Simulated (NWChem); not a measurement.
CH4CaN2O

```xyz
9

Ca     0.3051    -0.7207     0.0000
O      0.2962    -2.7259     0.0000
H      0.2837    -3.6825     0.0000
C      0.2255     1.9632     0.0000
N      0.2485     1.3084    -1.1503
N      0.2485     1.3084     1.1503
H      0.1861     3.0727     0.0000
H      0.2258     1.9219    -1.9565
H      0.2258     1.9219     1.9565
```
Atoms are numbered in this order, from 1.

Computed with NWChem. Pople sets run with spherical d functions. STO-3G and 3-21G are far too small for this property and stand as cheap habits. Geometry: optimised at PBE0/def2-SVP. GIAO values for the isolated, static molecule; σ is the absolute isotropic shielding, δ = σ(reference) − σ with the isolated reference molecule computed at the same levels (13C: tetramethylsilane, 1H: tetramethylsilane, 15N: ammonia, 17O: water).

```csv
level,σ Ca1 (ppm),δ O2 (ppm),δ H3 (ppm),δ C4 (ppm),δ N5 (ppm),δ H7 (ppm),δ H8 (ppm)
Hartree-Fock/STO-3G,…,…,…,…,…,…,4.35
BHandHLYP/pcSseg-1,1103.1,72.5,-0.66,183.3,174.8,8.71,4.27
PBE0/pcSseg-1,1077.3,90.1,-0.64,176.2,177.8,8.78,4.39
B3LYP/6-31G*,1184.1,14.1,-2.14,158.1,139.0,8.45,3.39
```

### Question
Fill in the missing entries.

### Answer

- Hartree-Fock/STO-3G, σ Ca1 (ppm): 1259.2
- Hartree-Fock/STO-3G, δ O2 (ppm): -179.6
- Hartree-Fock/STO-3G, δ H3 (ppm): -8.98
- Hartree-Fock/STO-3G, δ C4 (ppm): 168.1
- Hartree-Fock/STO-3G, δ N5 (ppm): 75.1
- Hartree-Fock/STO-3G, δ H7 (ppm): 8.08
